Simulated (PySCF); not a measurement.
**Broadened absorption spectrum of C5H7ClSSi**

Compound: C5H7ClSSi.
SMILES with atom numbers: `[SiH3:1][CH2:2][c:3]1[cH:4][cH:5][c:6]([Cl:7])[s:8]1` (hydrogens: H9, H10, H11 on Si1; H12, H13 on C2; H14 on C4; H15 on C5)

Method: TDDFT PBE0/def2-SVPD, vertical, gas phase, core orbitals frozen in the response (PySCF). The structure is a single GFN2-xTB conformer in the gas phase; no vibrational or solvent corrections. Torsions of this conformer, `[SiH3:1][CH2:2][c:3]1[cH:4][cH:5][c:6]([Cl:7])[s:8]1`: Si1–C2–C3–C4 92°.

Computed states:

| state | E (eV) | f |
| --- | --- | --- |
| S1 | 4.96 | 0.254 |
| S2 | 5.15 | 0.0027 |
| S3 | 5.74 | 0.0037 |
| S4 | 5.77 | 0.035 |
| S5 | 5.79 | 0.0008 |
| S6 | 6.05 | 0.0000 |
| S7 | 6.31 | 0.0067 |
| S8 | 6.48 | 0.032 |

Each state is given a Gaussian of 0.4 eV full width at half maximum, with ε(max) = 2.175×10⁸ f / Δν̃ (Δν̃ the width in cm⁻¹). The width is an assumption, not a result. The curve ends short of the highest state used, and states not computed would add to its high-energy end.

**Question.** What does the envelope look like, and where are its maxima?

**Answer.** 
```json
{"E (eV)": "4.36", "ε (L mol⁻¹ cm⁻¹)": "30"}
{"E (eV)": "4.39", "ε (L mol⁻¹ cm⁻¹)": "56"}
{"E (eV)": "4.42", "ε (L mol⁻¹ cm⁻¹)": "100"}
{"E (eV)": "4.45", "ε (L mol⁻¹ cm⁻¹)": "173"}
{"E (eV)": "4.47", "ε (L mol⁻¹ cm⁻¹)": "245"}
{"E (eV)": "4.50", "ε (L mol⁻¹ cm⁻¹)": "404"}
{"E (eV)": "4.53", "ε (L mol⁻¹ cm⁻¹)": "645"}
{"E (eV)": "4.56", "ε (L mol⁻¹ cm⁻¹)": "998"}
{"E (eV)": "4.58", "ε (L mol⁻¹ cm⁻¹)": "1312"}
{"E (eV)": "4.61", "ε (L mol⁻¹ cm⁻¹)": "1928"}
{"E (eV)": "4.64", "ε (L mol⁻¹ cm⁻¹)": "2746"}
{"E (eV)": "4.67", "ε (L mol⁻¹ cm⁻¹)": "3791"}
{"E (eV)": "4.69", "ε (L mol⁻¹ cm⁻¹)": "4619"}
{"E (eV)": "4.72", "ε (L mol⁻¹ cm⁻¹)": "6054"}
{"E (eV)": "4.75", "ε (L mol⁻¹ cm⁻¹)": "7692"}
{"E (eV)": "4.78", "ε (L mol⁻¹ cm⁻¹)": "9473"}
{"E (eV)": "4.80", "ε (L mol⁻¹ cm⁻¹)": "10697"}
{"E (eV)": "4.83", "ε (L mol⁻¹ cm⁻¹)": "12509"}
{"E (eV)": "4.86", "ε (L mol⁻¹ cm⁻¹)": "14178"}
{"E (eV)": "4.89", "ε (L mol⁻¹ cm⁻¹)": "15579"}
{"E (eV)": "4.91", "ε (L mol⁻¹ cm⁻¹)": "16305"}
{"E (eV)": "4.94", "ε (L mol⁻¹ cm⁻¹)": "17013"}
{"E (eV)": "4.97", "ε (L mol⁻¹ cm⁻¹)": "17209"}
{"E (eV)": "5.00", "ε (L mol⁻¹ cm⁻¹)": "16877"}
{"E (eV)": "5.02", "ε (L mol⁻¹ cm⁻¹)": "16375"}
{"E (eV)": "5.05", "ε (L mol⁻¹ cm⁻¹)": "15253"}
{"E (eV)": "5.08", "ε (L mol⁻¹ cm⁻¹)": "13777"}
{"E (eV)": "5.11", "ε (L mol⁻¹ cm⁻¹)": "12067"}
{"E (eV)": "5.13", "ε (L mol⁻¹ cm⁻¹)": "10861"}
{"E (eV)": "5.16", "ε (L mol⁻¹ cm⁻¹)": "9042"}
{"E (eV)": "5.19", "ε (L mol⁻¹ cm⁻¹)": "7305"}
{"E (eV)": "5.22", "ε (L mol⁻¹ cm⁻¹)": "5730"}
{"E (eV)": "5.24", "ε (L mol⁻¹ cm⁻¹)": "4798"}
{"E (eV)": "5.27", "ε (L mol⁻¹ cm⁻¹)": "3596"}
{"E (eV)": "5.30", "ε (L mol⁻¹ cm⁻¹)": "2637"}
{"E (eV)": "5.33", "ε (L mol⁻¹ cm⁻¹)": "1909"}
{"E (eV)": "5.35", "ε (L mol⁻¹ cm⁻¹)": "1543"}
{"E (eV)": "5.38", "ε (L mol⁻¹ cm⁻¹)": "1149"}
{"E (eV)": "5.41", "ε (L mol⁻¹ cm⁻¹)": "919"}
{"E (eV)": "5.44", "ε (L mol⁻¹ cm⁻¹)": "825"}
{"E (eV)": "5.46", "ε (L mol⁻¹ cm⁻¹)": "825"}
{"E (eV)": "5.49", "ε (L mol⁻¹ cm⁻¹)": "904"}
{"E (eV)": "5.52", "ε (L mol⁻¹ cm⁻¹)": "1061"}
{"E (eV)": "5.55", "ε (L mol⁻¹ cm⁻¹)": "1275"}
{"E (eV)": "5.57", "ε (L mol⁻¹ cm⁻¹)": "1441"}
{"E (eV)": "5.60", "ε (L mol⁻¹ cm⁻¹)": "1709"}
{"E (eV)": "5.63", "ε (L mol⁻¹ cm⁻¹)": "1979"}
{"E (eV)": "5.66", "ε (L mol⁻¹ cm⁻¹)": "2231"}
{"E (eV)": "5.68", "ε (L mol⁻¹ cm⁻¹)": "2377"}
{"E (eV)": "5.71", "ε (L mol⁻¹ cm⁻¹)": "2550"}
{"E (eV)": "5.74", "ε (L mol⁻¹ cm⁻¹)": "2653"}
{"E (eV)": "5.77", "ε (L mol⁻¹ cm⁻¹)": "2677"}
{"E (eV)": "5.79", "ε (L mol⁻¹ cm⁻¹)": "2648"}
{"E (eV)": "5.82", "ε (L mol⁻¹ cm⁻¹)": "2540"}
{"E (eV)": "5.85", "ε (L mol⁻¹ cm⁻¹)": "2364"}
{"E (eV)": "5.88", "ε (L mol⁻¹ cm⁻¹)": "2138"}
```

Maxima: 250 nm (4.97 eV), ε about 17000, made up of S1 (99%); 215 nm (5.76 eV), ε about 2700, made up of S4 (89%) (ε in L mol⁻¹ cm⁻¹; maxima over ε = 5, shares over 10%).

**Question.** Does any computed singlet lie in the visible range?

**Answer.** No computed singlet lies in the visible range (380 to 750 nm); the lowest, at 250 nm, stands 1.70 eV above its violet end (3.26 eV).

**Question.** On this curve, what absorbance would a 10⁻⁵ mol/L sample give at 280 nm over a 1 cm path?

**Answer.** 280 nm is 4.428 eV, where ε is about 120 L mol⁻¹ cm⁻¹, so A = ε c l ≈ 0.0012 (Beer–Lambert, with the gas-phase spectrum and the assumed width).

**Question.** What would ε be at 4.97 eV, the highest of these maxima, with half the width (0.2 eV)?

**Answer.** About 34200 L mol⁻¹ cm⁻¹ against 17200, a factor of about 1.99; a lone state at its own centre would give exactly 2.
